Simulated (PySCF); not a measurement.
PySCF input (M06-2X/def2-TZVPD):

```python
from pyscf import gto, scf, dft

mol = gto.M(
    atom='''
    Ca   -0.00000000   -0.00000000   -1.03020627
    S     0.00000000    0.00000000    1.28775783
    ''',
    basis='def2-tzvpd',
    charge=0,
    spin=0,
    verbose=4,
)

mf = dft.RKS(mol, xc='m062x').density_fit(auxbasis='def2-universal-jkfit')
mf.grids.level = 4
mf.conv_tol = 1e-9
mf.max_cycle = 100
mf.max_memory = 1500
mf.kernel()
if not mf.converged:
    mf = mf.newton()
    mf.kernel(mf.make_rdm1())
mf.analyze()
```

End of the output:

```
Extra cycle  E= -1075.76900948348  delta_E= -1.18e-11  |g|= 9.98e-06  |ddm|= 2.42e-05
converged SCF energy = -1075.76900948348
**** SCF Summaries ****
Total Energy =                       -1075.769009483481113
Nuclear Repulsion Energy =              73.054068220642407
One-electron Energy =                -1625.714791267412465
Two-electron Energy =                  476.891713563288988
Two-electron Coulomb Energy =          538.769007050580058
DFT Exchange-Correlation Energy =      -61.877293487291048
HOMO-LUMO gap [eV] =                     3.830452731588911
**** MO energy ****
MO #1   energy= -146.736154428284  occ= 2
MO #2   energy= -89.7718541541471  occ= 2
MO #3   energy= -15.8360910926433  occ= 2
MO #4   energy= -12.9430967468848  occ= 2
MO #5   energy= -12.9429820091447  occ= 2
MO #6   energy= -12.9429820091446  occ= 2
MO #7   energy= -8.13054162660262  occ= 2
MO #8   energy= -6.0481895541219   occ= 2
MO #9   energy= -6.04740096632837  occ= 2
MO #10  energy= -6.04740096632834  occ= 2
MO #11  energy= -1.93289761188289  occ= 2
MO #12  energy= -1.16922561048976  occ= 2
MO #13  energy= -1.16922561048974  occ= 2
MO #14  energy= -1.16590838464151  occ= 2
MO #15  energy= -0.622148556682479 occ= 2
MO #16  energy= -0.231718956125885 occ= 2
MO #17  energy= -0.217618674327021 occ= 2
MO #18  energy= -0.217618674327009 occ= 2
MO #19  energy= -0.0768521316461772 occ= 0
MO #20  energy= -0.0171005465528781 occ= 0
MO #21  energy= -0.0171005465528651 occ= 0
MO #22  energy= -0.00459892040930018 occ= 0
MO #23  energy= 0.0384161674363641 occ= 0
MO #24  energy= 0.0384185450636899 occ= 0
MO #25  energy= 0.0539439407272029 occ= 0
MO #26  energy= 0.0547342924710914 occ= 0
MO #27  energy= 0.0702851340642758 occ= 0
MO #28  energy= 0.0702851340642926 occ= 0
MO #29  energy= 0.0897152426275204 occ= 0
MO #30  energy= 0.089715242627541  occ= 0
MO #31  energy= 0.100708312751679  occ= 0
MO #32  energy= 0.123682075017061  occ= 0
MO #33  energy= 0.123682075017073  occ= 0
MO #34  energy= 0.202096856915606  occ= 0
MO #35  energy= 0.220933510819985  occ= 0
MO #36  energy= 0.222320412386691  occ= 0
MO #37  energy= 0.222323206470851  occ= 0
MO #38  energy= 0.248628114078906  occ= 0
MO #39  energy= 0.248628114078917  occ= 0
MO #40  energy= 0.25364958750286   occ= 0
MO #41  energy= 0.253650402196995  occ= 0
MO #42  energy= 0.32213527114647   occ= 0
MO #43  energy= 0.325041275583054  occ= 0
MO #44  energy= 0.325041275583068  occ= 0
MO #45  energy= 0.336472847677494  occ= 0
MO #46  energy= 0.54160908091764   occ= 0
MO #47  energy= 0.541609080917654  occ= 0
MO #48  energy= 0.640787018839566  occ= 0
MO #49  energy= 0.643756906925449  occ= 0
MO #50  energy= 0.643756962384475  occ= 0
MO #51  energy= 0.650606276236873  occ= 0
MO #52  energy= 0.650606276236878  occ= 0
MO #53  energy= 0.714797384315439  occ= 0
MO #54  energy= 0.921220714632432  occ= 0
MO #55  energy= 0.926027451242048  occ= 0
MO #56  energy= 0.926027451242051  occ= 0
MO #57  energy= 1.08964146748932   occ= 0
MO #58  energy= 1.35963768104101   occ= 0
MO #59  energy= 1.4077086681193    occ= 0
MO #60  energy= 1.40771426642785   occ= 0
MO #61  energy= 1.41689506559085   occ= 0
MO #62  energy= 1.41689506559086   occ= 0
MO #63  energy= 1.60627939945694   occ= 0
MO #64  energy= 1.74762481180088   occ= 0
MO #65  energy= 1.74766013263144   occ= 0
MO #66  energy= 1.77832578181966   occ= 0
MO #67  energy= 1.77832578181967   occ= 0
MO #68  energy= 1.79844889765191   occ= 0
MO #69  energy= 1.79845035642027   occ= 0
MO #70  energy= 1.80411347599016   occ= 0
MO #71  energy= 1.80581415472421   occ= 0
MO #72  energy= 1.80581415472426   occ= 0
MO #73  energy= 1.92247064988869   occ= 0
MO #74  energy= 1.9224706498887    occ= 0
MO #75  energy= 2.03472413918717   occ= 0
MO #76  energy= 2.03472413918718   occ= 0
MO #77  energy= 2.14885692133279   occ= 0
MO #78  energy= 2.46647643136445   occ= 0
MO #79  energy= 9.09552133760283   occ= 0
MO #80  energy= 9.0955213376029    occ= 0
MO #81  energy= 9.26723987095395   occ= 0
MO #82  energy= 18.7391418738314   occ= 0
 ** Mulliken pop on meta-lowdin orthogonal AOs  **
 ** Mulliken pop  **
pop of  0 Ca 1s           2.00000
pop of  0 Ca 2s           1.99989
pop of  0 Ca 3s           1.99947
pop of  0 Ca 4s           0.34535
pop of  0 Ca 5s           0.00389
pop of  0 Ca 6s           0.00032
pop of  0 Ca 2px          2.00000
pop of  0 Ca 2py          2.00000
pop of  0 Ca 2pz          1.99999
pop of  0 Ca 3px          1.99917
pop of  0 Ca 3py          1.99917
pop of  0 Ca 3pz          1.99739
pop of  0 Ca 4px          0.01808
pop of  0 Ca 4py          0.01808
pop of  0 Ca 4pz          0.01009
pop of  0 Ca 5px          0.00061
pop of  0 Ca 5py          0.00061
pop of  0 Ca 5pz          0.00025
pop of  0 Ca 6px          0.00013
pop of  0 Ca 6py          0.00013
pop of  0 Ca 6pz          0.00035
pop of  0 Ca 3dxy         0.00000
pop of  0 Ca 3dyz         0.06163
pop of  0 Ca 3dz^2        0.08756
pop of  0 Ca 3dxz         0.06163
pop of  0 Ca 3dx2-y2      0.00000
pop of  0 Ca 4dxy         0.00000
pop of  0 Ca 4dyz         0.02629
pop of  0 Ca 4dz^2        0.01351
pop of  0 Ca 4dxz         0.02629
pop of  0 Ca 4dx2-y2      0.00000
pop of  0 Ca 5dxy         0.00000
pop of  0 Ca 5dyz         0.00152
pop of  0 Ca 5dz^2        0.00247
pop of  0 Ca 5dxz         0.00152
pop of  0 Ca 5dx2-y2      0.00000
pop of  1 S 1s            1.99999
pop of  1 S 2s            1.99974
pop of  1 S 3s            1.92726
pop of  1 S 4s            0.00439
pop of  1 S 5s            0.00289
pop of  1 S 6s            0.00134
pop of  1 S 2px           1.99996
pop of  1 S 2py           1.99996
pop of  1 S 2pz           1.99995
pop of  1 S 3px           1.84167
pop of  1 S 3py           1.84167
pop of  1 S 3pz           1.59036
pop of  1 S 4px           0.02630
pop of  1 S 4py           0.02630
pop of  1 S 4pz           0.00200
pop of  1 S 5px           0.00043
pop of  1 S 5py           0.00043
pop of  1 S 5pz           0.00076
pop of  1 S 6px           0.00032
pop of  1 S 6py           0.00032
pop of  1 S 6pz           0.00010
pop of  1 S 7px           0.00005
pop of  1 S 7py           0.00005
pop of  1 S 7pz           0.00026
pop of  1 S 3dxy          0.00000
pop of  1 S 3dyz          0.01416
pop of  1 S 3dz^2         0.00836
pop of  1 S 3dxz          0.01416
pop of  1 S 3dx2-y2       0.00000
pop of  1 S 4dxy          0.00000
pop of  1 S 4dyz          0.00743
pop of  1 S 4dz^2         0.00061
pop of  1 S 4dxz          0.00743
pop of  1 S 4dx2-y2       0.00000
pop of  1 S 5dxy          0.00000
pop of  1 S 5dyz          0.00138
pop of  1 S 5dz^2         0.00062
pop of  1 S 5dxz          0.00138
pop of  1 S 5dx2-y2       0.00000
pop of  1 S 4f-3          0.00000
pop of  1 S 4f-2          0.00000
pop of  1 S 4f-1          0.00088
pop of  1 S 4f+0          0.00083
pop of  1 S 4f+1          0.00088
pop of  1 S 4f+2          0.00000
pop of  1 S 4f+3          0.00000
 ** Mulliken atomic charges  **
charge of    0Ca =      1.32461
charge of    1S =     -1.32461
Dipole moment(X, Y, Z, Debye):  0.00000, -0.00000, -11.10347
```
